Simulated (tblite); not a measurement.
Record of a relaxation.

Species: C5H3BF2.
Bonds: C1–C2 (triple), C2–C3, C3–C4 (double), C4–B5, B5–F6, B5–F7, C4–C8, C3–C8. Hydrogens: H9 on C1; H10, H11 on C8.

Computed with GFN2-xTB (tblite), gas phase: L-BFGS steps from a force-field or distance-geometry start until the largest atomic force falls under 0.01 eV/Å. 14 of its 87 geometries are shown.

Step 0: E = -621.6752 eV, largest atomic force 3.629 eV/Å
```
atom  x, y, z in Å  |  force x, y, z in eV/Å
C1      2.915   -0.948    0.262   -1.500   0.730  -0.222
C2      1.814   -0.441    0.104   -0.200  -0.118   0.045
C3      0.523    0.143   -0.086    0.993  -0.702   0.154
C4     -0.809    0.126   -0.031   -0.647  -1.610   0.682
B5     -2.146   -0.608    0.353   -0.901  -1.266   0.592
F6     -2.814   -1.554   -0.522    1.480   2.395   2.290
F7     -2.670   -0.478    1.672    0.885  -0.421  -3.119
C8     -0.185    1.362   -0.580    0.069   0.982  -0.178
H9      3.878   -1.375    0.397   -0.469   0.217  -0.070
H10    -0.202    2.264    0.070    0.067  -0.478  -0.723
H11    -0.299    1.511   -1.665    0.224   0.272   0.551
```

Step 7: E = -622.3755 eV, largest atomic force 0.141 eV/Å
```
atom  x, y, z in Å  |  force x, y, z in eV/Å
C1      2.862   -0.919    0.253    0.035  -0.001   0.000
C2      1.767   -0.441    0.104   -0.097  -0.012  -0.009
C3      0.526    0.123   -0.086    0.062   0.064  -0.053
C4     -0.788    0.057   -0.007   -0.063  -0.046   0.021
B5     -2.090   -0.638    0.368   -0.021  -0.104   0.075
F6     -2.760   -1.449   -0.428    0.075   0.035  -0.114
F7     -2.656   -0.495    1.551   -0.006   0.088   0.084
C8     -0.191    1.339   -0.569    0.025   0.039  -0.034
H9      3.812   -1.344    0.388   -0.031   0.020  -0.001
H10    -0.198    2.241    0.034   -0.007  -0.044   0.063
H11    -0.280    1.529   -1.632    0.028  -0.038  -0.032
```

Step 13: E = -622.3794 eV, largest atomic force 0.025 eV/Å
```
atom  x, y, z in Å  |  force x, y, z in eV/Å
C1      2.859   -0.916    0.252    0.001   0.002  -0.004
C2      1.761   -0.445    0.101    0.006  -0.008  -0.009
C3      0.525    0.125   -0.091    0.021   0.003  -0.006
C4     -0.789    0.054   -0.004    0.005   0.014   0.002
B5     -2.086   -0.644    0.377   -0.009   0.017  -0.001
F6     -2.747   -1.442   -0.440    0.008  -0.004  -0.003
F7     -2.657   -0.486    1.556   -0.016   0.000   0.004
C8     -0.193    1.339   -0.571    0.009  -0.007   0.002
H9      3.808   -1.341    0.389   -0.007   0.007   0.003
H10    -0.200    2.234    0.042   -0.007  -0.019  -0.011
H11    -0.276    1.525   -1.636   -0.010  -0.004   0.023
```

Step 20: E = -622.3797 eV, largest atomic force 0.029 eV/Å
```
atom  x, y, z in Å  |  force x, y, z in eV/Å
C1      2.862   -0.915    0.249    0.003  -0.003   0.000
C2      1.762   -0.449    0.096    0.011   0.004   0.003
C3      0.527    0.123   -0.094    0.003  -0.005   0.001
C4     -0.787    0.054    0.001   -0.005   0.021  -0.003
B5     -2.087   -0.640    0.379    0.010  -0.013   0.002
F6     -2.740   -1.440   -0.442   -0.004  -0.001  -0.004
F7     -2.667   -0.483    1.554   -0.006   0.012  -0.008
C8     -0.191    1.337   -0.570   -0.028  -0.005   0.005
H9      3.810   -1.340    0.391    0.003   0.001  -0.003
H10    -0.201    2.232    0.043    0.017  -0.007  -0.006
H11    -0.283    1.523   -1.634   -0.003  -0.004   0.013
```

Step 26: E = -622.3800 eV, largest atomic force 0.025 eV/Å
```
atom  x, y, z in Å  |  force x, y, z in eV/Å
C1      2.866   -0.915    0.246   -0.006   0.005   0.001
C2      1.766   -0.450    0.090    0.001   0.002   0.006
C3      0.529    0.120   -0.097   -0.007  -0.013   0.007
C4     -0.784    0.053    0.011    0.010  -0.020   0.001
B5     -2.087   -0.640    0.381   -0.004   0.012  -0.005
F6     -2.734   -1.441   -0.445    0.005  -0.010   0.006
F7     -2.683   -0.472    1.546   -0.002   0.005  -0.004
C8     -0.194    1.335   -0.566    0.012   0.002  -0.001
H9      3.815   -1.337    0.392   -0.008   0.004  -0.010
H10    -0.192    2.230    0.043    0.003   0.013   0.021
H11    -0.296    1.519   -1.628   -0.004   0.000  -0.022
```

Step 33: E = -622.3804 eV, largest atomic force 0.044 eV/Å
```
atom  x, y, z in Å  |  force x, y, z in eV/Å
C1      2.870   -0.912    0.244    0.003  -0.003  -0.008
C2      1.768   -0.452    0.091   -0.007   0.002  -0.012
C3      0.530    0.115   -0.098   -0.007   0.002   0.000
C4     -0.783    0.050    0.017   -0.017  -0.002   0.014
B5     -2.090   -0.636    0.380   -0.011  -0.016   0.002
F6     -2.722   -1.453   -0.442    0.006  -0.015  -0.003
F7     -2.707   -0.450    1.532    0.005   0.022  -0.001
C8     -0.193    1.333   -0.561    0.010  -0.008   0.007
H9      3.821   -1.332    0.382    0.009  -0.002   0.004
H10    -0.180    2.226    0.053   -0.014  -0.005  -0.029
H11    -0.308    1.514   -1.624    0.024   0.025   0.027
```

Step 40: E = -622.3875 eV, largest atomic force 0.193 eV/Å
```
atom  x, y, z in Å  |  force x, y, z in eV/Å
C1      2.897   -0.885    0.210    0.012  -0.061  -0.061
C2      1.765   -0.494    0.094   -0.098   0.071  -0.053
C3      0.519    0.058   -0.086    0.030   0.130  -0.021
C4     -0.794    0.028    0.042    0.052   0.086  -0.080
B5     -2.123   -0.630    0.371    0.141   0.100  -0.012
F6     -2.627   -1.607   -0.352   -0.084  -0.171  -0.033
F7     -2.881   -0.239    1.374   -0.106   0.030   0.064
C8     -0.177    1.310   -0.508   -0.051   0.098  -0.023
H9      3.864   -1.284    0.285    0.047  -0.014   0.065
H10    -0.135    2.204    0.104    0.037  -0.092   0.142
H11    -0.302    1.543   -1.561    0.019  -0.177   0.011
```

Step 46: E = -622.4151 eV, largest atomic force 0.149 eV/Å
```
atom  x, y, z in Å  |  force x, y, z in eV/Å
C1      2.900   -0.888    0.143    0.056  -0.009   0.036
C2      1.760   -0.509    0.069   -0.060   0.056   0.037
C3      0.512    0.045   -0.069   -0.013  -0.059  -0.082
C4     -0.805    0.023    0.039   -0.020  -0.016  -0.025
B5     -2.144   -0.622    0.351    0.027  -0.100  -0.012
F6     -2.559   -1.751   -0.199    0.079   0.030   0.052
F7     -3.012   -0.082    1.185   -0.056   0.062  -0.002
C8     -0.171    1.313   -0.457    0.056  -0.018  -0.051
H9      3.884   -1.239    0.233    0.018  -0.063  -0.008
H10    -0.105    2.177    0.193   -0.021   0.010  -0.025
H11    -0.256    1.535   -1.515   -0.067   0.107   0.080
```

Step 53: E = -622.4540 eV, largest atomic force 0.559 eV/Å
```
atom  x, y, z in Å  |  force x, y, z in eV/Å
C1      2.908   -0.886    0.072    0.046  -0.017   0.069
C2      1.754   -0.535    0.054   -0.145  -0.013  -0.172
C3      0.500   -0.004   -0.098    0.057   0.152   0.115
C4     -0.822    0.013    0.001   -0.068  -0.043   0.162
B5     -2.158   -0.617    0.335   -0.364  -0.129  -0.042
F6     -2.415   -1.913    0.168    0.058   0.395   0.140
F7     -3.195    0.101    0.775    0.418  -0.323  -0.184
C8     -0.153    1.312   -0.386   -0.053   0.022  -0.094
H9      3.899   -1.219    0.143    0.020  -0.056   0.014
H10    -0.077    2.126    0.330    0.024  -0.077  -0.058
H11    -0.235    1.624   -1.420    0.006   0.088   0.050
```

Step 60: E = -622.4859 eV, largest atomic force 0.175 eV/Å
```
atom  x, y, z in Å  |  force x, y, z in eV/Å
C1      2.900   -0.910    0.052   -0.006  -0.004   0.040
C2      1.754   -0.538   -0.025   -0.019   0.025  -0.035
C3      0.508    0.019   -0.130   -0.016   0.005   0.004
C4     -0.813    0.014   -0.003   -0.026   0.015  -0.015
B5     -2.144   -0.630    0.318   -0.058  -0.094   0.011
F6     -2.336   -1.937    0.442    0.063   0.163  -0.010
F7     -3.236    0.100    0.500    0.057  -0.088  -0.021
C8     -0.170    1.333   -0.364    0.029   0.015   0.024
H9      3.881   -1.264    0.159   -0.014  -0.045  -0.032
H10    -0.073    2.096    0.398   -0.025   0.080  -0.020
H11    -0.266    1.720   -1.373    0.014  -0.072   0.053
```

Step 66: E = -622.4923 eV, largest atomic force 0.083 eV/Å
```
atom  x, y, z in Å  |  force x, y, z in eV/Å
C1      2.887   -0.923    0.060   -0.016  -0.023  -0.033
C2      1.751   -0.532   -0.055    0.014  -0.002   0.057
C3      0.508    0.035   -0.138    0.024   0.035   0.071
C4     -0.813    0.025   -0.015    0.007   0.025   0.042
B5     -2.132   -0.636    0.313   -0.006  -0.025  -0.004
F6     -2.285   -1.933    0.527    0.037   0.026  -0.014
F7     -3.246    0.069    0.420   -0.039  -0.034   0.000
C8     -0.171    1.351   -0.348   -0.026   0.020  -0.051
H9      3.859   -1.305    0.156   -0.007  -0.022  -0.016
H10    -0.093    2.121    0.411    0.011  -0.051  -0.019
H11    -0.260    1.732   -1.357    0.000   0.051  -0.034
```

Step 73: E = -622.5051 eV, largest atomic force 0.225 eV/Å
```
atom  x, y, z in Å  |  force x, y, z in eV/Å
C1      2.842   -0.982    0.059   -0.017   0.001  -0.029
C2      1.740   -0.496   -0.011   -0.028  -0.025   0.036
C3      0.511    0.104   -0.085   -0.018  -0.007  -0.045
C4     -0.815    0.078   -0.018    0.007   0.035   0.022
B5     -2.103   -0.650    0.300    0.082   0.125   0.019
F6     -2.141   -1.923    0.638    0.019  -0.223   0.022
F7     -3.282   -0.056    0.310   -0.062   0.068  -0.049
C8     -0.175    1.403   -0.356   -0.003   0.020   0.016
H9      3.788   -1.430    0.108    0.027  -0.007   0.012
H10    -0.142    2.178    0.400    0.011   0.035  -0.006
H11    -0.218    1.777   -1.371   -0.019  -0.020   0.001
```

Step 79: E = -622.5091 eV, largest atomic force 0.038 eV/Å
```
atom  x, y, z in Å  |  force x, y, z in eV/Å
C1      2.825   -1.005    0.045    0.010   0.014   0.024
C2      1.735   -0.491   -0.008   -0.007  -0.014  -0.013
C3      0.513    0.125   -0.082    0.007   0.010   0.004
C4     -0.811    0.102    0.014    0.002  -0.002   0.013
B5     -2.086   -0.653    0.311    0.014   0.017  -0.007
F6     -2.097   -1.927    0.669    0.007  -0.037   0.002
F7     -3.283   -0.098    0.244   -0.031   0.016  -0.004
C8     -0.177    1.423   -0.352   -0.024   0.002   0.009
H9      3.765   -1.465    0.112   -0.008  -0.001  -0.017
H10    -0.130    2.208    0.392    0.015   0.007  -0.007
H11    -0.248    1.783   -1.371    0.013  -0.011  -0.004
```

Step 86: E = -622.5098 eV, largest atomic force 0.007 eV/Å
```
atom  x, y, z in Å  |  force x, y, z in eV/Å
C1      2.827   -0.997    0.049   -0.006   0.002   0.000
C2      1.732   -0.495   -0.001    0.007   0.001  -0.001
C3      0.511    0.122   -0.071    0.000   0.001   0.002
C4     -0.813    0.106    0.029   -0.002  -0.001  -0.002
B5     -2.090   -0.652    0.313   -0.002   0.001   0.006
F6     -2.102   -1.935    0.639   -0.001   0.003  -0.002
F7     -3.287   -0.093    0.261    0.003  -0.003  -0.001
C8     -0.176    1.421   -0.352    0.001  -0.001  -0.001
H9      3.768   -1.458    0.100    0.000  -0.001   0.000
H10    -0.118    2.215    0.382    0.000  -0.002  -0.002
H11    -0.246    1.768   -1.375    0.002   0.000   0.002
```

**Question.** Summarise the path.

**Answer.** The energy falls by 0.8345 eV from step 0 to step 86; nine tenths of that is first reached at step 50. It rises by more than 0.2 meV at step 2. The largest force goes from 3.629 to 0.007 eV/Å. Among the bonds B5–F6 changes most, from 1.452 to 1.324 Å; the atoms move by 0.675 Å rms after alignment.

**Question.** Follow the three bonds and two angles with the largest change from start to end.

**Answer.** 
| step | E above end (eV) | largest force (eV/Å) | B5–F6 (Å) | B5–F7 (Å) | C4–B5 (Å) | C4–C8–H11 (°) | H10–C8–H11 (°) |
| --- | --- | --- | --- | --- | --- | --- | --- |
| 0 | 0.8345 | 3.629 | 1.452 | 1.426 | 1.572 | 115.6 | 117.7 |
| 4 | 0.1778 | 1.030 | 1.330 | 1.329 | 1.536 | 117.1 | 115.1 |
| 7 | 0.1342 | 0.141 | 1.319 | 1.319 | 1.523 | 118.5 | 113.5 |
| 11 | 0.1306 | 0.035 | 1.319 | 1.320 | 1.523 | 118.5 | 114.3 |
| 15 | 0.1303 | 0.021 | 1.319 | 1.319 | 1.521 | 118.7 | 114.4 |
| 19 | 0.1302 | 0.026 | 1.319 | 1.320 | 1.521 | 118.6 | 114.4 |
| 22 | 0.1300 | 0.028 | 1.319 | 1.320 | 1.522 | 118.6 | 114.3 |
| 26 | 0.1297 | 0.025 | 1.319 | 1.319 | 1.522 | 118.5 | 114.3 |
| 30 | 0.1296 | 0.018 | 1.320 | 1.319 | 1.521 | 118.4 | 114.4 |
| 34 | 0.1292 | 0.047 | 1.320 | 1.319 | 1.521 | 118.0 | 114.8 |
| 37 | 0.1275 | 0.136 | 1.321 | 1.322 | 1.521 | 117.6 | 114.7 |
| 41 | 0.1191 | 0.120 | 1.322 | 1.319 | 1.520 | 118.4 | 112.8 |
| 45 | 0.1060 | 0.769 | 1.340 | 1.339 | 1.518 | 117.0 | 115.5 |
| 49 | 0.0863 | 0.257 | 1.324 | 1.327 | 1.518 | 117.7 | 114.3 |
| 52 | 0.0616 | 0.270 | 1.329 | 1.323 | 1.514 | 117.0 | 114.5 |
| 56 | 0.0325 | 0.194 | 1.327 | 1.322 | 1.514 | 119.2 | 114.2 |
| 60 | 0.0238 | 0.175 | 1.326 | 1.325 | 1.513 | 119.7 | 114.3 |
| 64 | 0.0192 | 0.090 | 1.320 | 1.322 | 1.511 | 119.0 | 114.3 |
| 67 | 0.0165 | 0.111 | 1.324 | 1.323 | 1.511 | 118.7 | 114.1 |
| 71 | 0.0058 | 0.096 | 1.324 | 1.324 | 1.513 | 120.0 | 114.0 |
| 75 | 0.0034 | 0.082 | 1.323 | 1.324 | 1.513 | 119.6 | 114.2 |
| 79 | 0.0007 | 0.038 | 1.323 | 1.322 | 1.511 | 119.5 | 114.1 |
| 82 | 0.0003 | 0.031 | 1.323 | 1.322 | 1.511 | 119.5 | 114.0 |
| 86 | 0.0000 | 0.007 | 1.324 | 1.322 | 1.512 | 119.3 | 114.1 |

What follows is the cost of the whole relaxation. The run took 0.69 s on one thread, Arm Neoverse N1 (aarch64), no GPU, on a shared host.
